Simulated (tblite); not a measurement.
Compound: C4H16BNSi.
Numbering: `[CH3:1][CH2:2][B@H-:3]([NH3+:4])[CH2:5][SiH2:6][CH3:7]` (hydrogens: H8, H9, H10 on C1; H11, H12 on C2; H13 on B3; H14, H15, H16 on N4; H17, H18 on C5; H19, H20 on Si6; H21, H22, H23 on C7)

Computed with GFN2-xTB (tblite), gas phase: L-BFGS steps from a force-field or distance-geometry start until the largest atomic force falls under 0.01 eV/Å.

Geometry at step 6:
```
atom  x, y, z in Å
C1     -1.7810   -1.9187   -0.5526
C2     -2.0069   -0.4232   -0.3671
B3     -0.6497    0.2748    0.1812
N4     -1.1044    1.6804    0.9313
C5      0.3484    0.7140   -1.0227
Si6     2.1364    0.8847   -0.4652
C7      2.7867   -0.8027    0.0852
H8     -1.4991   -2.3664    0.3957
H9     -2.6664   -2.4266   -0.9299
H10    -0.9578   -2.0938   -1.2385
H11    -2.3267   -0.0037   -1.3238
H12    -2.8490   -0.2914    0.3213
H13    -0.1298   -0.3591    1.0495
H14    -1.6767    1.4336    1.7348
H15    -0.2640    2.1725    1.2265
H16    -1.6378    2.2606    0.2882
H17     0.0175    1.6256   -1.5320
H18     0.3035   -0.0541   -1.7965
H19     2.2105    1.8161    0.6883
H20     2.9810    1.3924   -1.5554
H21     2.6829   -1.5352   -0.7090
H22     3.8369   -0.7592    0.3552
H23     2.2407   -1.1937    0.9383
```

Q: What forces act on the atoms?

A: 
```csv
atom,Fx (eV/Å),Fy (eV/Å),Fz (eV/Å)
C1,-0.013,-0.123,0.008
C2,-0.073,-0.006,0.025
B3,-0.096,0.127,0.093
N4,-0.023,0.069,0.062
C5,-0.032,-0.001,-0.087
Si6,0.046,-0.009,-0.050
C7,0.102,-0.157,0.053
H8,-0.059,-0.070,0.077
H9,-0.041,-0.037,-0.037
H10,-0.002,0.008,-0.112
H11,-0.031,0.034,-0.041
H12,-0.036,-0.012,0.049
H13,-0.041,0.028,-0.005
H14,0.067,0.093,-0.082
H15,-0.092,-0.081,-0.046
H16,0.068,-0.083,0.042
H17,-0.057,-0.004,0.111
H18,0.078,-0.018,-0.012
H19,0.067,0.066,-0.034
H20,0.104,0.092,0.020
H21,0.021,0.003,-0.061
H22,0.048,-0.011,0.028
H23,-0.005,0.091,0.000
```

The largest, 0.19 eV/Å, acts on C7; the rms over all components is 0.063 eV/Å. The forces sum to zero within rounding, as they must for an isolated molecule in no field.

Q: Give the force on C7 in Eh/bohr and in nN.

A: 0.195 eV/Å ÷ 51.422 = 0.00378 Eh/bohr, and 0.195 eV/Å × 1.602 = 0.31 nN.

Q: How far is this geometry from the end of the optimisation?

A: 0.107 eV above it, and 0.731 Å rms away after alignment. The bonds farthest from their final lengths, with half the difference of the two atoms' forces along the bond (positive lengthens):

```csv
bond,now (Å),final (Å),force along bond (eV/Å)
C2–B3,1.622,1.633,+0.03
C5–Si6,1.881,1.892,+0.04
B3–C5,1.624,1.634,+0.07
Si6–C7,1.890,1.899,+0.09
Si6–H19,1.484,1.493,+0.03
C1–C2,1.524,1.528,+0.06
```

The angle farthest from its final value is B3–C5–Si6, 112.9° against 117.9°.

Of the 3 listed bonds off by 0.010 Å or more, this force points towards the final length in 3.

The cost below is that of the whole relaxation. On Arm Neoverse V1, one thread, no GPU, shared host with 32 logical CPUs at a one-minute load of 29, this took 1.8 s.
